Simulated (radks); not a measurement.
Values are calculated unless marked as measured or tabulated.
Re2+, 73 electrons, occupied as [Xe] 4f13 5d5.5 6s0.5 (fractional occupations, a model configuration).

Code: a radial shooting solver on a logarithmic mesh with Libxc functionals. Model: scalar-relativistic Kohn-Sham, r2SCAN, spin-polarised, spherical densities, finite nucleus; open shells are filled with parallel spins first (spin-orbit coupling, left out, can overturn this in heavy ions); meta-GGA in the generalised Kohn-Sham scheme; Fermi nuclear charge, rms radius 5.3698 fm.

Energy parts (eV):
total: -454128.60
kinetic: 501704.81
electron-nucleus: -1122050.39
Hartree: 175195.92
exchange-correlation: -8978.94

Orbitals (lengths in bohr, moments of r in powers of bohr; r(90%) holds 90 % of the orbital's charge):
\begin{tabular}{lrrrr}
orbital & occ. & eigenvalue (eV) & <1/r> & r(90%) \\ \hline
1s down & 1 & -71759.57 & 88.72 & 0.0329 \\
1s up & 1 & -71759.56 & 88.72 & 0.0329 \\
2s up & 1 & -12493.09 & 20.78 & 0.118 \\
2s down & 1 & -12492.66 & 20.78 & 0.118 \\
2p up & 3 & -10904.45 & 18.75 & 0.111 \\
2p down & 3 & -10904.12 & 18.75 & 0.111 \\
3s up & 1 & -2927.078 & 7.706 & 0.289 \\
3s down & 1 & -2926.171 & 7.707 & 0.289 \\
3p up & 3 & -2456.483 & 7.093 & 0.296 \\
3p down & 3 & -2455.536 & 7.094 & 0.296 \\
3d up & 5 & -1921.669 & 6.687 & 0.278 \\
3d down & 5 & -1920.766 & 6.688 & 0.278 \\
4s up & 1 & -640.6514 & 3.278 & 0.630 \\
4s down & 1 & -638.7886 & 3.275 & 0.631 \\
4p up & 3 & -485.1643 & 2.980 & 0.677 \\
4p down & 3 & -483.3862 & 2.978 & 0.678 \\
4d up & 5 & -289.1197 & 2.660 & 0.743 \\
4d down & 5 & -287.3020 & 2.659 & 0.743 \\
5s up & 1 & -110.9785 & 1.304 & 1.47 \\
5s down & 1 & -107.8481 & 1.315 & 1.46 \\
4f up & 7 & -71.6978 & 2.200 & 0.923 \\
5p up & 3 & -71.3019 & 1.108 & 1.73 \\
4f down & 6 & -69.6632 & 2.204 & 0.918 \\
5p down & 3 & -67.5058 & 1.123 & 1.70 \\
5d up & 5 & -25.8140 & 0.7763 & 2.54 \\
6s up & 0.5 & -22.0873 & 0.5000 & 3.68 \\
5d down & 0.5 & -21.1701 & 0.7767 & 2.61 \\
6s down & 0 & -18.2124 & 0.4596 & 3.98 \\
\end{tabular}

The highest occupied level is 5d down at -21.170 eV. Summed over all electrons, <r^2> = 43.98 bohr^2, which gives a Langevin (diamagnetic) susceptibility term of -34.8 x 10^-6 cm^3/mol. The spin density at the nucleus is 51.65 e/bohr^3 (1s 0.39, 2s -3.70, 3s -7.72, 4s 9.64, 5s -20.75, 6s 73.78). Spin moment in Bohr magnetons: 6. The density falls to 0.001 e/bohr^3 at r = 3.75 bohr. The electron density at the nucleus is 1.648e+06 e/bohr^3 (large components only).
